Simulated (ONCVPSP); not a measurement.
## PBEsol ONCV dataset for aluminium, scalar-relativistic all-electron reference.

- Element: aluminium (Al)
- Generator: ONCVPSP 4.0.1
- Type: optimised norm-conserving Vanderbilt (ONCV)
- Functional: PBEsol
- Relativity: scalar-relativistic
- Frozen core: [Ne]
- Valence charge: 3
- Reference configuration: 3s2 3p1
- Partial waves: 3s: rc 1.80 bohr, ncon 3, nbas 7, qcut 4.7 1/bohr, 2 projectors, debl 3.6 Ha; 3p: rc 2.92 bohr, ncon 4, nbas 9, qcut 2.8 1/bohr, 2 projectors, debl 3.7 Ha; d scattering state at 0.38 Ha: rc 2.72 bohr, ncon 4, nbas 8, qcut 3.5 1/bohr, 3 projectors, debl 1.3 Ha
- Local potential: polynomial inside 1.70 bohr (lpopt 5, dvloc0 0 Ha)
- Core correction: Teter function, fcfact 3.25, rcfact 1.05

* Cutoffs needed: 6.2 Ha and 8.2 Ha (the cutoffs (Ha) at which the residual kinetic energy of the hardest occupied pseudo-wave falls to 1 and 0.1 mHa per electron) The cutoffs count occupied waves only; projector 2 of the d channel, the hardest unoccupied one, needs 22 Ha at the loose tolerance.
* Ghost test: no bound ghost flagged; GHOST(+) flagged for s at 174.4 eV
* Largest excitation error: -6.3 meV (all-electron minus pseudo) for 3s1 3p0, out of 4 test configurations
* rms error of d²Exc/dni dnj: 1.62 mHa without and 0.84 mHa with the model core
